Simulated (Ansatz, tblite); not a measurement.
Spin states of Si₃Ni (the lowest singlet isomer of a short search), each relaxed with r2SCAN-D4/def2-SVP in Ansatz. Electronic energies in the gas phase.

The 6-31G sets use Cartesian d functions. The xTB rows come from tblite. B3LYP takes the VWN-RPA correlation. Correlated methods freeze 20 core orbitals; core or outer-core shells of Ni are correlated, in sets that lack core-valence functions. The structure comes from a short search, and lower isomers may exist.

Singlet geometry (C2v within 0.1 Å):

Cartesian coordinates in Å:
```
Ni -0.213 -1.025 -0.470
Si 0.228 1.097 0.503
Si -0.818 0.783 -1.434
Si 0.803 -0.854 1.401
```

Triplet geometry (C2v within 0.1 Å):

```tsv
atom	x (Å)	y (Å)	z (Å)
Ni1	-1.1135	0.4903	-0.4235
Si2	1.2247	-0.5393	0.4658
Si3	-0.9121	-1.3351	0.6565
Si4	0.8009	1.3841	-0.6988
```

Quintet geometry (Cs within 0.1 Å):

```xyz
4

Ni    1.0376   -0.5989   -0.0255
Si   -0.6301    0.2690   -1.2096
Si   -0.9335   -1.1035    0.7156
Si    0.5261    1.4334    0.5194
```

Run but left out: HF/6-31G, B2PLYP/def2-TZVP (singlet: restricted singlet, unstable in another Hartree–Fock run and untested here); PBE-QIDH/def2-TZVP (singlet: restricted singlet, unstable towards broken spin symmetry).

Only these spin states were relaxed. Higher spins weren't run and may lie lower.

Estimate which spin state lies lowest at each of these levels, and by how much: GFN2-xTB; PBE-D4/def2-TZVP; BLYP-D4/def2-TZVP; r2SCAN-D4/def2-TZVP; B3LYP-D4/6-31G; PBE0-D4/def2-TZVP; ωB97M-V/def2-TZVP; RPA@PBE/def2-TZVP.


| level | triplet − singlet (kcal/mol) | quintet − singlet (kcal/mol) | lowest of these |
| --- | --- | --- | --- |
| GFN2-xTB | 14.8 | 47.2 | singlet |
| PBE-D4/def2-TZVP | 14.6 | 27.8 | singlet |
| BLYP-D4/def2-TZVP | 13.1 | 31.1 | singlet |
| r2SCAN-D4/def2-TZVP | 12.5 | 24.7 | singlet |
| B3LYP-D4/6-31G | -5.1 | 23.7 | triplet |
| PBE0-D4/def2-TZVP | 7.2 | 22.5 | singlet |
| ωB97M-V/def2-TZVP | 10.0 | 24.9 | singlet |
| RPA@PBE/def2-TZVP | 12.4 | 28.4 | singlet |

Change of the quintet − singlet gap on mixing in exact exchange, in kcal/mol: PBE to PBE0 (25 % exact exchange) -5.4. The xTB methods have no term that favours high spin, so they put low spin too low.

```json
{"state": "singlet", "donor atoms": "3", "mean metal–ligand distance (Å)": "2.216", "range (Å)": "2.14–2.38", "Mulliken spin on the metal (PBE0)": "0"}
{"state": "triplet", "donor atoms": "3", "mean metal–ligand distance (Å)": "2.322", "range (Å)": "2.13–2.71", "Mulliken spin on the metal (PBE0)": "1.31"}
{"state": "quintet", "donor atoms": "3", "mean metal–ligand distance (Å)": "2.184", "range (Å)": "2.17–2.22", "Mulliken spin on the metal (PBE0)": "0.95"}
```

⟨S²⟩ at PBE0-D4/def2-TZVP: singlet 0.00 (pure 0.00), triplet 2.04 (pure 2.00), quintet 6.03 (pure 6.00). The unpaired electrons of the quintet sit mostly on the ligands.
